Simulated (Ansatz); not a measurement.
The Si1–Cl2 bond of SiCl is stretched (multiplicity 2).


Frozen-core correlation.

Codes used: Ansatz (a program for electronic structure) with Gaussian orbitals. Values without a source in brackets are computed.

FIC-MRCISD+Q on CASSCF(11,8)/cc-pV(T+d)Z, total energies (hartree):

```
R (Å)       CASSCF       MRCISD  weight c² of the reference
-----  -----------  -----------  --------------------------
2.084  -748.482895  -748.729285                     0.90316
3.646  -748.361651  -748.598606                     0.89980
8.335  -748.346070  -748.577817                     0.90105
```

Task: Add the Davidson correction (E_MRCISD − E_CASSCF)(1 − c²)/c² and give the energies above the first point at the three levels.

Result: 
Corrections (hartree): -0.026419, -0.026387, -0.025450. Above the first point (kcal/mol):
- R = 3.646 Å: CASSCF 76.1, MRCISD 82.0, with the correction 82.0
- R = 8.335 Å: CASSCF 85.9, MRCISD 95.0, with the correction 95.7
